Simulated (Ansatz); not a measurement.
Basis-set extrapolation for C8H18O, SMILES `CCCCCCCCO` (PBE0-D4/def2-TZVP geometry, frozen core, Ansatz 0.2.0). Multiplicity 1, RHF reference.

```json
{"": "HF", "def2-TZVPP": "-388.436502", "def2-QZVPP": "-388.454836"}
{"": "MP2 correlation", "def2-TZVPP": "-1.646167", "def2-QZVPP": "-1.752889"}
{"": "CCSD(T) correlation", "def2-TZVPP": "-1.803748", "def2-QZVPP": "not run"}
```

Energies in hartree. Use E(X) = E(∞) + A·exp(−7.88·√X) for Hartree–Fock and E(X) = E(∞) + B·X^(−2.97) for correlation, with X = 3 and 4, and add CCSD(T) minus MP2 of the smaller set to the MP2 limit.

Problem. What is the CCSD(T) energy at the basis-set limit?

Solution. HF limit: -388.454836 + (-0.018334) × 0.13774 = -388.45736. MP2 limit: -1.752889 + (-0.106722) × 0.74074 = -1.83194. Higher-order term: -1.803748 − (-1.646167) = -0.15758. Total: -390.44688 hartree, 542.5 kJ/mol below CCSD(T)/def2-TZVPP.
